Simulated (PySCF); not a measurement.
C₂H₇InO₂, SMILES CC[O][InH][OH].

Geometry optimised at r2SCAN-D4/def2-SVP. The structure was generated by enumeration; whether it is a known compound was not checked. The def2 effective core potentials stand for the cores of In; spin–orbit coupling is left out. Other conformers were not sampled.

Two levels are set side by side: PBE/def2-TZVP (PySCF) and M06-2X/def2-TZVP (PySCF). Same geometry, gas phase. Differences are taken from unrounded values.

| quantity | PBE |
|---|---|
| orbital gap (eV) | 3.94 |
| highest occupied level (eV) | -5.91 |
| lowest empty level (eV) | -1.97 |
| dipole moment (D) | 2.00 |
| mean polarisability (bohr³) | 72.4 |

Task: These are the PBE values. What does M06-2X give? (An estimate is asked for; the answer gives what the named calculation found.)

Result: 
```csv
quantity,M06-2X,PBE minus M06-2X
orbital gap (eV),8.12,-4.18
highest occupied level (eV),-8.89,2.98
lowest empty level (eV),-0.78,-1.19
dipole moment (D),2.42,-0.42
mean polarisability (bohr³),65.4,7.0
```

PBE's occupied levels lie high since its potential decays too fast outside the molecule; exact exchange lowers them and widens the gap. PBE's more diffuse valence density responds more strongly to a field. Differences between two approximate levels are no errors against the true value.

Rough cost on one machine, each run with all the roots and properties that it gave: M06-2X against PBE about 3 times.
